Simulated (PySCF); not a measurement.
**Assigning NMR signals**

Atom-mapped SMILES (the numbers label the heavy atoms): `[CH2:1]=[CH:2][CH2:3][c:4]1[cH:5][cH:6][cH:7][o:8]1`. Hydrogens are named by the atom that carries them. Ha(C1) is cis to C3; Hb(C1) is trans to C3.

Computational details: NMR shieldings at PBE0/pcSseg-1/GIAO, GFN2-xTB structure, in PySCF 2.14 (averaged over atoms made equivalent by symmetry, fast rotation or ring inversion, one conformer, no relativistic terms, gas phase).

Chemical shifts δ = σref − σ; 13C (σ = 186.93 ppm), 1H (σ = 31.72 ppm) against TMS, all at this level.

(1) Assign these signals to the numbered atoms. 13C{1H} NMR (computed): δ 159.8 (C), 146.2 (CH), 144.8 (CH), 119.5 (CH2), 118.4 (CH), 115.0 (CH), 39.1 (CH2).

(2) Assign these signals to the numbered atoms. 1H NMR (400 MHz, computed): δ 7.37 (m, 1H), 6.64 (m, 1H), 6.43 (m, 1H), 6.11 (m, 1H), 5.39 (m, 1H), 5.19 (m, 1H), 3.51 (d, 2H).

Results:

(1) 
| δ (ppm) | atoms | environment | reason |
| --- | --- | --- | --- |
| 159.8 | C4 | substituted aromatic carbon next to the ring oxygen | – |
| 146.2 | C2 | alkene CH | an sp2 carbon of a C=C bond |
| 144.8 | C7 | aromatic CH next to the ring oxygen | – |
| 119.5 | C1 | terminal =CH2 carbon | as expected for a trigonal carbon in a double bond |
| 118.4 | C6 | aromatic CH | – |
| 115.0 | C5 | aromatic CH | – |
| 39.1 | C3 | sp3 CH2 on an aromatic ring | a saturated carbon with 2 carbon neighbours and no heteroatom attached |

C2 and C7; C1 and C6 lie closer than the usual error of such a calculation, so a measured spectrum could show them in the other order.

(2) 
```tsv
δ (ppm)	atoms	environment	reason
7.37	H(C7)	hydrogen on an aromatic CH next to the ring oxygen	aromatic region
6.64	H(C6)	hydrogen on an aromatic CH	it sits in the deshielding region of the aromatic ring current
6.43	H(C5)	hydrogen on an aromatic CH	–
6.11	H(C2)	hydrogen on an alkene CH	a vinylic proton, deshielded by the sp2 carbon and the C=C anisotropy
5.39	Ha(C1)	hydrogen on a terminal =CH2 carbon	olefinic region
5.19	Hb(C1)	hydrogen on a terminal =CH2 carbon	–
3.51	H(C3)	hydrogen on an sp3 CH2 on an aromatic ring	–
```

Shifts are as computed. Against solution values, carbons near 30 ppm lie about +3 ppm off and those near 130 ppm about +5 ppm. Of 1211 compounds with measured shifts, 218 miss one by over three times the rms of a fit or turn the order of signals round; such compounds aren't used in these exercises. No couplings were computed; multiplicities are counted from neighbouring protons, with m where these are inequivalent, close in shift, in a saturated or five-membered ring or joined by F or P, and br s for small geminal =CH2 splittings.
